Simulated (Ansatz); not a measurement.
Input file for Ansatz (an electronic-structure program): R-CCSDT(Q)/cc-pV(D+d)Z on CH4Si (SMILES C=[SiH2]), 2S+1 = 1, a spin state set in the input, which need not be the lowest, at the other state's geometry. Files ending in .json are basis or fitting sets from the Basis Set Exchange.

Ansatz 0.2 input:
```yaml
crystal:
  periodic: [false, false, false]
  atoms:
    - {symbol: C, position_ang: [-1.21423824, -0.10700292, 0.15043689]}
    - {symbol: Si, position_ang: [0.59498014, 0.08779045, -0.15268897]}
    - {symbol: H, position_ang: [-1.97143807, 0.18899585, -0.56590681]}
    - {symbol: H, position_ang: [-1.60569590, -0.53190751, 1.07092100]}
    - {symbol: H, position_ang: [1.30238485, -1.22346543, -0.12811610]}
    - {symbol: H, position_ang: [1.23045650, 0.97932838, 0.85812611]}
basis:
  gaussian:
    orbitals: cc-pV_D+d_Z.json
magnetization: {spin_polarized: false}
correlation: {method: ccsdt_q, electrons: outside_noble_gas}
scf: {omitted_lower_state_checks: [cluster_reference]}
```

Program output:

```
WARN ansatz: RAYON_NUM_THREADS=1 ignored (pool sized by the plan → 1); use --threads N
Functional definition: HF
these checks for a lower state are left out or cut short: cluster_reference
integrals: 0.04 GiB planned
1100 factors; integrals over basis functions are off by at most 2.4e-7 eV
mean field: 0.11 GiB planned
mean field evaluation 1: about -8947.0587 eV, gradient 3.4e1 eV
mean field evaluation 2: about -8947.0594 eV, gradient 3.4e1 eV
mean field evaluation 4: about -8950.5063 eV, gradient 2.5e0 eV
mean field evaluation 8: about -8950.5444 eV, gradient 1.2e-3 eV
mean field evaluation 16: about -8950.5444 eV, gradient 1.6e-4 eV
mean field evaluation 32: about -8951.0281 eV, gradient 2.3e-6 eV
mean field -8951.02813558 eV, -328.9442167579 hartree, gradient 2.3e-6 eV, S^2 0.000000; 6 other end points of the search recorded, 0 dependent functions left out; unrestricted orbitals would lower it
6 core orbitals not correlated
reference -8951.02813558 eV, -328.9442167579 hartree; 6, 6 occupied and 45, 45 virtual orbitals, 1100 factors
second order -7.13523955 eV of doubles, -0.00000000 eV of singles
coupled cluster: 0.52 GiB planned
cycle   1  -7.72683712 eV  change   -6.5e-1 eV  update   1.3e-1
cycle   2  -8.17315295 eV  change   -4.5e-1 eV  update   1.1e-1
cycle   3  -8.91947871 eV  change   -7.5e-1 eV  update   8.7e-2
cycle   4  -9.06442053 eV  change   -1.4e-1 eV  update   6.6e-2
cycle   5  -9.39899192 eV  change   -3.3e-1 eV  update   4.7e-2
cycle   6  -9.40929388 eV  change   -1.0e-2 eV  update   2.5e-2
cycle   7  -9.44062828 eV  change   -3.1e-2 eV  update   2.2e-2
cycle   8  -9.50872981 eV  change   -6.8e-2 eV  update   1.2e-2
cycle   9  -9.47928220 eV  change    2.9e-2 eV  update   4.4e-3
cycle  10  -9.48077166 eV  change   -1.5e-3 eV  update   1.8e-3
cycle  11  -9.48286838 eV  change   -2.1e-3 eV  update   9.5e-4
cycle  12  -9.48252932 eV  change    3.4e-4 eV  update   3.2e-4
cycle  13  -9.48276516 eV  change   -2.4e-4 eV  update   1.4e-4
cycle  14  -9.48272942 eV  change    3.6e-5 eV  update   6.1e-5
cycle  15  -9.48286716 eV  change   -1.4e-4 eV  update   3.0e-5
cycle  16  -9.48280469 eV  change    6.2e-5 eV  update   1.4e-5
cycle  17  -9.48283014 eV  change   -2.5e-5 eV  update   7.9e-6
cycle  18  -9.48282853 eV  change    1.6e-6 eV  update   2.7e-6
cycle  19  -9.48282944 eV  change   -9.1e-7 eV  update   1.4e-6
cycle  20  -9.48282921 eV  change    2.3e-7 eV  update   6.5e-7
cycle  21  -9.48282892 eV  change    2.9e-7 eV  update   2.7e-7
coupled cluster: 0.52 GiB planned
perturbative correction -0.10003893 eV, -0.0036763627 hartree
WARN: these amplitudes may be one of several solutions (largest doubles amplitude 1.00, level shift 0.21 eV)
Total energy: -8960.61100343 eV, -329.2963806556 hartree
Checks for a lower state left out: cluster_reference
```

Self-consistency was reached.

Warnings raised: other roots.

Cost: roughly 50 core-seconds.
